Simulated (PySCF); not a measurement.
Nuclear quadrupole coupling in `C=C(C)[SiH2][SiH2]S[SiH3]`

Compound: C₃H₁₂SSi₃.
Z-matrix (Å and degrees, GFN2-xTB geometry), rows numbered from 1:
```
C 
C   1  1.3264
C   2  1.4986  1  121.46
Si  2  1.8929  1  122.69  3   178.41
Si  4  2.3189  2  110.86  1  -128.80
S   5  2.1716  4  112.61  2    30.59
Si  6  2.1353  5  104.22  4    57.87
H   1  1.0804  2  122.22  3     0.84
H   1  1.0777  2  121.97  3  -179.29
H   3  1.0884  2  111.44  1    -5.94
H   3  1.0894  2  110.43  1  -127.01
H   3  1.0906  2  109.94  1   114.44
H   4  1.4704  2  108.14  1    -4.46
H   4  1.4711  2  108.38  1   111.47
H   5  1.4598  4  116.32  2   -83.36
H   5  1.4650  4  114.47  2   150.36
H   7  1.4583  6  108.19  5   -67.36
H   7  1.4515  6  103.53  5   172.28
H   7  1.4591  6  108.62  5    52.42
```

Field gradients from the PBE0/pcSseg-1 density (PySCF, non-relativistic), principal values in atomic units, ordered |Vxx| ≤ |Vyy| ≤ |Vzz|:

```tsv
atom	Vxx	Vyy	Vzz
S6	0.3285	1.3850	-1.7135
```

Task: Find the asymmetry η = (Vxx − Vyy)/Vzz and the couplings χ = eQV/h (234.96 MHz × Q in barn × V in au), with Q(33S) = −0.0678 b.

Result: 
```tsv
atom	environment	nucleus	η	χzz (MHz)	χxx (MHz)	χyy (MHz)
S6	sulfur bonded to 2 Si	33S	0.62	27.30	-5.23	-22.06
```

Task: What is Vzz at S6 in SI units (1 au = 9.71736 × 10²¹ V/m²)?

Result: -1.7135 au = -16.651 × 10²¹ V/m².

Task: What couplings would deuterons (Q(2H) = 0.00286 b) have in place of the hydrogens, at this geometry?

Result: 
```tsv
atom	bonded to	bond length (Å)	Vzz (au)	η	χzz (kHz)
H8	C1	1.080	0.3303	0.05	222
H9	C1	1.078	0.3347	0.05	225
H10	C3	1.088	0.3132	0.03	210
H11	C3	1.089	0.3113	0.04	209
H12	C3	1.091	0.3030	0.03	204
H13	Si4	1.470	0.1596	0.02	107
H14	Si4	1.471	0.1595	0.02	107
H15	Si5	1.460	0.1662	0.03	112
H16	Si5	1.465	0.1626	0.02	109
H17	Si7	1.458	0.1635	0.02	110
H18	Si7	1.451	0.1702	0.02	114
H19	Si7	1.459	0.1643	0.02	110
```

Geometry: GFN2-xTB, one conformer, isolated molecule. GFN2-xTB bond lengths can be off by several hundredths of an ångström, more for odd bonds, and the gradients follow them. With so small a basis the couplings can be 20 % off.
